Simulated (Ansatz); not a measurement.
`C=COC=C` and `C=C[O][AlH][OH]` differ in one atom or group.

Ansatz, PBE0-D4/def2-TZVP geometries, multiplicity 1. Each molecule was computed in one conformer, which needn't be the lowest.

```json
{"property": "size of the dipole moment (B3LYP/def2-TZVPP) / D", "`C=COC=C`": "0.72"}
{"property": "HOMO–LUMO gap (ωB97M-V/def2-TZVPP) / eV", "`C=COC=C`": "11.04"}
{"property": "HOMO energy (PBE/def2-TZVPP) / eV", "`C=COC=C`": "-5.59"}
{"property": "HOMO energy (PBE0/def2-TZVPP) / eV", "`C=COC=C`": "-6.72"}
{"property": "HOMO–LUMO gap (PBE0/def2-TZVPP) / eV", "`C=COC=C`": "6.74"}
{"property": "LUMO energy (B3LYP/def2-TZVPP) / eV", "`C=COC=C`": "-0.23"}
```

Problem. Give the same properties after the change, and the shifts. (Estimate.)

Solution. Ansatz gave: 
```json
{"property": "size of the dipole moment (B3LYP/def2-TZVPP) / D", "`C=C[O][AlH][OH]`": "0.84", "shift": "0.12"}
{"property": "HOMO–LUMO gap (ωB97M-V/def2-TZVPP) / eV", "`C=C[O][AlH][OH]`": "10.28", "shift": "-0.76"}
{"property": "HOMO energy (PBE/def2-TZVPP) / eV", "`C=C[O][AlH][OH]`": "-5.69", "shift": "-0.10"}
{"property": "HOMO energy (PBE0/def2-TZVPP) / eV", "`C=C[O][AlH][OH]`": "-6.86", "shift": "-0.14"}
{"property": "HOMO–LUMO gap (PBE0/def2-TZVPP) / eV", "`C=C[O][AlH][OH]`": "6.45", "shift": "-0.29"}
{"property": "LUMO energy (B3LYP/def2-TZVPP) / eV", "`C=C[O][AlH][OH]`": "-0.64", "shift": "-0.41"}
```

With PBE0 the HOMO falls by 0.14 eV and the LUMO falls by 0.43 eV, so the gap narrows by about 0.29 eV. PBE moves the HOMO by -0.10 eV and ωB97M-V by -0.21 eV. Dipoles are sizes alone; their direction can turn.

B3LYP here is the variant with VWN-RPA as its local correlation; programs differ in this.
